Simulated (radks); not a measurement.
Correlation energies from several functionals, in hartree. Species: Tl2+ [Xe] 4f14 5d10 6s1; Be3+ 1s1. Method: non-relativistic Kohn-Sham, exchange-only PBE, spin-polarised, spherical densities, point nucleus; computed with a radial shooting solver on a logarithmic mesh with Libxc functionals. Every spin shell is full or empty, so the densities are truly spherical. Functionals are evaluated on that one density, not self-consistently.

functional	Tl2+	Be3+
PW92	-8.3440	-0.037691
VWN5	-8.3782	-0.037623
PZ	-8.3505	-0.037851
Chachiyo	-8.2538	-0.037293
PBE	-4.9132	-0.0061783
PBEsol	-5.4951	-0.0086399
LYP	-4.3353	0
P86	-5.5140	0.0048336
PW91	-5.2711	-0.0080254
AM05	-7.8678	-0.032903
OP (B88)	-4.2569	0
TPSS	-4.9097	0
B95	-6.1031	0
Tao-Mo	-4.8048	0
